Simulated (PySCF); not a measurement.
digermane (H6Ge2), singlet, at a GFN2-xTB geometry; DF-B3LYP/def2-SVP (PySCF).

Here is a job for PySCF.
```python
from pyscf import gto, scf, dft

mol = gto.M(
    atom='''
Ge   -1.17547558    0.12031447   -0.01616232
Ge    1.17547558   -0.12031447    0.01616232
H    -1.83910444   -0.70892524   -1.07255537
H    -1.62122062    1.52722241   -0.27292961
H    -1.82715328   -0.27710333    1.27278427
H     1.62480881   -1.45976226    0.51414555
H     1.85937790    0.88294663    0.89351790
H     1.80329164    0.03562178   -1.33496274
''',
    basis='def2-svp',
    verbose=4,
)

mf = dft.RKS(mol)
mf.xc = 'b3lyp'
mf = mf.density_fit(auxbasis='def2-universal-jkfit')
mf.kernel()
```

It wrote (shortened):

```
PySCF version 2.14.0

[INPUT] verbose = 4
[INPUT] num. atoms = 8
[INPUT] num. electrons = 70
[INPUT] charge = 0
[INPUT] spin (= nelec alpha-beta = 2S) = 0
[INPUT] symmetry False subgroup None
[INPUT] Mole.unit = angstrom
[INPUT] Symbol           X                Y                Z      unit          X                Y                Z       unit  Magmom
[INPUT]  1 Ge    -1.175475580000   0.120314470000  -0.016162320000 AA   -2.221326912314   0.227361397122  -0.030542358338 Bohr   0.0
[INPUT]  2 Ge     1.175475580000  -0.120314470000   0.016162320000 AA    2.221326912314  -0.227361397122   0.030542358338 Bohr   0.0
[INPUT]  3 H     -1.839104440000  -0.708925240000  -1.072555370000 AA   -3.475403706072  -1.339674546392  -2.026835902732 Bohr   0.0
[INPUT]  4 H     -1.621220620000   1.527222410000  -0.272929610000 AA   -3.063662959298   2.886032086198  -0.515762214184 Bohr   0.0
[INPUT]  5 H     -1.827153280000  -0.277103330000   1.272784270000 AA   -3.452819286801  -0.523649401905   2.405213685954 Bohr   0.0
[INPUT]  6 H      1.624808810000  -1.459762260000   0.514145550000 AA    3.070443655680  -2.758550878376   0.971594277664 Bohr   0.0
[INPUT]  7 H      1.859377900000   0.882946630000   0.893517900000 AA    3.513714993069   1.668527313308   1.688504118397 Bohr   0.0
[INPUT]  8 H      1.803291640000   0.035621780000  -1.334962740000 AA    3.407727322318   0.067315408270  -2.522713965099 Bohr   0.0

nuclear repulsion = 330.797161763801
number of shells = 42
number of NR pGTOs = 190
number of NR cGTOs = 94
basis = def2-svp
ecp = {}

******** <class 'pyscf.df.df_jk.DFRKS'> ********
method = DFRKS
initial guess = minao
damping factor = 0
level_shift factor = 0
DIIS = <class 'pyscf.scf.diis.CDIIS'>
diis_start_cycle = 1
diis_space = 8
diis_damp = 0
SCF conv_tol = 1e-09
SCF conv_tol_grad = None
SCF max_cycles = 50
direct_scf = False
XC library pyscf.dft.libxc version 7.1.2
    S. Lehtola, C. Steigemann, M. J. T. Oliveira, and M. A. L. Marques,  SoftwareX 7, 1–5 (2018)
XC functionals = b3lyp
    P. J. Stephens, F. J. Devlin, C. F. Chabalowski, and M. J. Frisch,  J. Phys. Chem. 98, 11623 (1994)
radial grids:
    Treutler-Ahlrichs [JCP 102, 346 (1995); DOI:10.1063/1.469408] (M4) radial grids

becke partition: Becke, JCP 88, 2547 (1988); DOI:10.1063/1.454033
pruning grids: <function nwchem_prune>
grids dens level: 3
symmetrized grids: False
atomic radii adjust function: <function treutler_atomic_radii_adjust>
small_rho_cutoff = 0
Set gradient conv threshold to 3.16228e-05
Initial guess from minao.
tot grids = 100128
******** <class 'pyscf.df.df.DF'> ********
auxbasis = def2-universal-jkfit
init E= -4155.89993570419
  HOMO = -0.310907362934663  LUMO = -0.00980731107841812  gap/eV = 8.19335
cycle= 1 E= -4157.14373382543  delta_E= -1.24  |g|= 0.515  |ddm|= 2.56
  HOMO = -0.323372426984499  LUMO = 0.00608788315093056  gap/eV = 8.96507
cycle= 2 E= -4157.1388127693  delta_E= 0.00492  |g|= 0.556  |ddm|= 0.496
  HOMO = -0.301440197332314  LUMO = 0.0230634564547708  gap/eV = 8.83019
cycle= 3 E= -4157.16868937033  delta_E= -0.0299  |g|= 0.0161  |ddm|= 0.312
  HOMO = -0.307357946478946  LUMO = 0.019049526313529  gap/eV = 8.88200
cycle= 4 E= -4157.16875582043  delta_E= -6.65e-05  |g|= 0.0041  |ddm|= 0.0297
  HOMO = -0.306306496096893  LUMO = 0.0197357428559192  gap/eV = 8.87206
cycle= 5 E= -4157.16876226473  delta_E= -6.44e-06  |g|= 0.00079  |ddm|= 0.00777
  HOMO = -0.306380143826102  LUMO = 0.0197024109295318  gap/eV = 8.87316
cycle= 6 E= -4157.16876251288  delta_E= -2.48e-07  |g|= 8.8e-05  |ddm|= 0.000977
  HOMO = -0.306376278567912  LUMO = 0.0197093475543693  gap/eV = 8.87324
cycle= 7 E= -4157.16876251553  delta_E= -2.65e-09  |g|= 3.01e-06  |ddm|= 0.000115
  HOMO = -0.306376209432158  LUMO = 0.0197092975621321  gap/eV = 8.87324
cycle= 8 E= -4157.16876251554  delta_E= -3.64e-12  |g|= 1.21e-07  |ddm|= 5.71e-06
  HOMO = -0.306376264542843  LUMO = 0.0197092750878425  gap/eV = 8.87324
Extra cycle  E= -4157.16876251555  delta_E= -1e-11  |g|= 9.17e-08  |ddm|= 3.98e-07
converged SCF energy = -4157.16876251555
```
